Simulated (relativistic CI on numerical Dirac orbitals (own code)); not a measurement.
Ligand-field terms of d5

Computed with a parametric ligand-field model of a d^n configuration (Racah B and C, spin-orbit zeta, crystal field), exact diagonalisation.

Field parameters in Wybourne normalisation: D3d B²₀ = −7Dσ, B⁴₀ = −14Dq − 21Dτ, B⁴₃ = −14√(10/7) Dq; Oh B⁴₀ = 21Dq, B⁴₄ = √(5/14) B⁴₀; Td as Oh with Dq negative (B⁴₀ = 21Dq, B⁴₄ = √(5/14) B⁴₀). The field is a parameter set, without covalency.

Question: Ground term and bands for B = 310, C = 1320, ζ = 0 cm⁻¹, Td, 10Dq = -1800 cm⁻¹?

Answer: Ground term 6A1 with 2.00 electrons in the two orbitals of the cubic e set. Spin-allowed: none. Lowest spin-forbidden: 4T1 8667 cm⁻¹ (1154 nm), 4T2 9462 cm⁻¹ (1057 nm), 4A1+E 9700 cm⁻¹ (1031 nm). A high-spin d5 ion has no spin-allowed d-d band, hence its pale colour.

Question: Ground term and bands for B = 440, C = 1780, ζ = 0 cm⁻¹, Td, 10Dq = -9150 cm⁻¹?

Answer: Ground term 6A1 with 2.00 electrons in the two orbitals of the cubic e set. Spin-allowed: none. Lowest spin-forbidden: 2T2 4550 cm⁻¹ (2198 nm), 4T1 5571 cm⁻¹ (1795 nm), 4T2 8528 cm⁻¹ (1173 nm). A high-spin d5 ion has no spin-allowed d-d band, hence its pale colour.

Question: Ground term and bands for B = 1010, C = 3720, ζ = 0 cm⁻¹, Td, 10Dq = -3100 cm⁻¹?

Answer: Ground term 6A1 with 2.00 electrons in the two orbitals of the cubic e set. Spin-allowed: none. Lowest spin-forbidden: 4T1 27288 cm⁻¹ (366 nm), 4T2 28483 cm⁻¹ (351 nm), 4A1+E 28700 cm⁻¹ (348 nm). A high-spin d5 ion has no spin-allowed d-d band, hence its pale colour.

Question: Ground term and bands for B = 960, C = 4440, ζ = 0 cm⁻¹, D3d, 10Dq = 12250, Dσ = -1090, Dτ = 390 cm⁻¹?

Answer: Ground term 6A1 with 2.00 electrons in the two orbitals of the cubic e set. Spin-allowed: none. Lowest spin-forbidden: 4E 20667 cm⁻¹ (484 nm), 4A2 21295 cm⁻¹ (470 nm), 4A1 25250 cm⁻¹ (396 nm). A high-spin d5 ion has no spin-allowed d-d band, hence its pale colour.

Question: Ground term and bands for B = 730, C = 3780, ζ = 0 cm⁻¹, Oh, 10Dq = 3250 cm⁻¹?

Answer: Ground term 6A1 with 2.00 electrons in the two orbitals of the cubic e set. Spin-allowed: none. Lowest spin-forbidden: 4T1 24827 cm⁻¹ (403 nm), 4T2 25908 cm⁻¹ (386 nm), 4A1+E 26200 cm⁻¹ (382 nm). A high-spin d5 ion has no spin-allowed d-d band, hence its pale colour.
